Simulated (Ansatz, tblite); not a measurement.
Cost and result up the ladder for Sr4S5⁻ (9 atoms). The state is a doublet with charge -1. Geometry: r2SCAN-D4/def2-SVP.

```csv
atom,x (Å),y (Å),z (Å)
Sr1,0.268,2.218,1.518
Sr2,-1.699,-1.072,0.569
Sr3,0.026,0.497,-2.031
Sr4,2.241,-0.940,0.925
S5,0.191,-0.322,2.749
S6,2.261,1.557,-0.370
S7,-2.056,-1.516,-2.284
S8,-1.825,1.726,-0.172
S9,0.593,-2.148,-0.903
```

Ansatz on 4 threads of Intel Xeon on a shared host; xTB runs through tblite on one thread. Times are rough, summed over both states, and most runs start from the orbitals of an earlier one. r2SCAN0-D4/def2-TZVPD serves as the yardstick here, not as an exact answer. The other state is a triplet.

In the def2 sets Sr takes a core potential; there is no spin–orbit coupling. The xTB rows come from tblite. The structure comes from a short search, and lower isomers may exist.

Run but left out: PBE-D4/def2-TZVPD (neutral triplet: an occupied level 0.01 eV above an empty one).

Raw xTB energies of ions are shifted by several eV, and xTB has no spin-polarisation term.

```
                           level  functions  wall time  vertical IE (eV)  difference from r2SCAN0-D4/def2-TZVPD (eV)
                        GFN1-xTB         81     0.19 s              8.37                                        5.27
                        GFN2-xTB         81     0.75 s              8.21                                        5.10
PBE0-D4/def2-TZVPD (with forces)        362    3.8 min              3.09                                       -0.02
           r2SCAN0-D4/def2-TZVPD        362    4.9 min              3.11                                        0.00
```
